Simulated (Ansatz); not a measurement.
The same path of BFH2O + H3P (9 atoms, charge 0, multiplicity 1) was run twice with different band settings. Lost on the way: P6–H9. Made: B1–P6, O2–H9.

All numbers below come from RKS PBE0/6-31G* in Ansatz 0.2.0.

Relaxed end points:

```xyz
9
Properties=species:S:1:pos:R:3
B -0.341 -1.072 -0.327
O -0.017 -0.853 0.959
H 0.104 0.094 1.145
F -0.534 -2.327 -0.717
H -0.464 -0.194 -1.138
P 0.457 2.526 1.614
H -0.611 3.407 1.923
H 1.051 3.388 0.658
H 1.280 2.950 2.687
```

```xyz
9
Properties=species:S:1:pos:R:3
B 0.008 0.521 0.208
O 0.223 -0.409 1.716
H -0.646 -0.750 1.978
F 0.937 -0.036 -0.602
H -1.152 0.251 -0.003
P 0.384 2.349 0.887
H 1.368 2.735 -0.057
H -0.689 3.039 0.269
H 0.493 0.220 2.408
```

Common settings: movable images 7; climbing image yes; spring 5.0 eV/Å²; optimiser quadratic models (default); start path through a guess of the saddle point; iteration limit 60; end points relaxed.

| run | force threshold |
| --- | --- |
| 1 | 0.05 eV/Å |
| 2 | 0.5 eV/Å |

Task: What does each run give, and how far can it be trusted?

Result: Run 1: converged after 31 iterations, highest image 1.504 eV above the first end. A structure lower than the last end lies on the path between it and the top, so the climb from that side starts below the end, which may itself be a saddle point or a shallow side well. A vibrational analysis at the climbing image gives one clearly imaginary mode, 180i cm⁻¹: a first-order saddle point.
Run 2: converged after 15 iterations, highest image 1.507 eV above the first end. The threshold of 0.5 eV/Å is loose, so the images may lie well off the minimum-energy path. The order of the stationary point at the top wasn't checked.
The orbitals stay closed-shell, which can raise the energy where a bond breaks towards radicals; this wasn't checked here.
